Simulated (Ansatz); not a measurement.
Correlation energies of `C[OH+][BH-](C)C` by basis set

```xyz
16

C     0.2648    0.1141   -2.1093
O    -0.6114   -0.1036   -1.0012
B    -0.1005    0.4625    0.5250
C    -1.3490    0.0996    1.4521
C     1.2666   -0.3038    0.8536
H    -0.2456   -0.1681   -3.0308
H     0.4826    1.1794   -2.1129
H     1.1922   -0.4482   -1.9923
H    -0.8134   -1.0423   -0.9123
H     0.0267    1.6423    0.2634
H    -1.1659    0.4746    2.4646
H    -1.5141   -0.9819    1.5600
H    -2.2879    0.5501    1.1155
H     1.6046    0.0046    1.8492
H     1.1534   -1.3960    0.9013
H     2.0969   -0.0832    0.1742
```

Total charge 0; spin multiplicity 1. Geometry: relaxed with PBE0-D4/def2-TZVP. It is one conformer, not always the lowest. Frozen core, restricted reference, the Gaussian-basis code of Ansatz. CBS rows extrapolate triple and quadruple zeta; past MP2 they add the triple-zeta difference.

| basis | HF (Eh) | MP2 corr. | CCSD corr. | (T) | CCSD(T) total |
| --- | --- | --- | --- | --- | --- |
| def2-SVP | -219.38047 | -0.73493 | -0.80372 | -0.02091 | -220.20510 |
| def2-TZVPP | -219.62908 | -0.91066 | -0.96741 | -0.03495 | -220.63144 |
| def2-QZVPP | -219.63974 | -0.97057 | – | – | – |
| CBS(def2) | -219.64120 | -1.01495 | -1.07170 | as TZ | -220.74785 |
